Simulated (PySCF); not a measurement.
Species: C2H8AsBO.
Atom-mapped SMILES: `[O:1]=[CH:2][CH2:3][BH2-:4][AsH3+:5]` (hydrogens: H6 on C2; H7, H8 on C3; H9, H10 on B4; H11, H12, H13 on As5)

The calculation used CAM-B3LYP/def2-SV(P) geometry optimisation, gas phase in PySCF.

Entries marked ? are missing. Bonds in one row agree within 0.01 Å.

| coordinate | value |
| --- | --- |
| O1=C2 | 1.212 Å |
| C2–C3 | ? |
| C3–B4 | ? |
| B4–As5 | ? |
| C2–H6 | 1.119 Å |
| C3–H7, C3–H8 | 1.105 Å |
| B4–H9, B4–H10 | 1.224 Å |
| As5–H11, As5–H12 | 1.507 Å |
| As5–H13 | 1.518 Å |
| O1–C2–C3 | 123.0° |
| O1–C2–H6 | 118.7° |
| C3–C2–H6 | 118.3° |
| C2–C3–B4 | ? |
| C2–C3–H7 | 106.8° |
| C2–C3–H8 | 110.5° |
| B4–C3–H7 | 109.9° |
| H7–C3–H8 | 106.4° |
| C3–B4–As5 | 108.3° |
| C3–B4–H9 | ? |
| As5–B4–H9 | 101.0° |
| H9–B4–H10 | 113.2° |
| B4–As5–H11 | ? |
| B4–As5–H12 | ? |
| B4–As5–H13 | ? |
| H11–As5–H12 | 100.5° |

Q: Fill in the missing values.

A: 
- C2–C3 = 1.493 Å, drawn single (aldehyde carbon to sp3 carbon bound to boron); equal to the sum of covalent radii, 1.49 Å.
- C3–B4 = 1.627 Å, drawn single (sp3 carbon bound to boron to four-coordinate boron); 0.03 Å above the sum of covalent radii, 1.60 Å.
- B4–As5 = 2.108 Å, drawn single (ends: four-coordinate boron; arsenic bonded to B and 3 H); 0.08 Å above the sum of covalent radii, 2.03 Å.
- C2–C3–B4 = 113.1°, at the sp3 carbon bound to boron; the outer atoms are 2.605 Å apart.
- C3–B4–H9 = 115.1°, at the four-coordinate boron; the outer atoms are 2.417 Å apart.
- B4–As5–H11 = 120.5°, at the arsenic bonded to B and 3 H; the outer atoms are 3.150 Å apart.
- B4–As5–H12 = 120.6°, at the arsenic bonded to B and 3 H; the outer atoms are 3.155 Å apart.
- B4–As5–H13 = 113.4°, at the arsenic bonded to B and 3 H; the outer atoms are 3.048 Å apart.

Radii are Cordero's, carbon taken as 0.76, 0.73 or 0.69 Å for four, three, and two or fewer neighbours.

Stationary, but not proved a minimum. One conformer, not necessarily the lowest (O1–C2–C3–B4 -47°, C2–C3–B4–As5 51°).
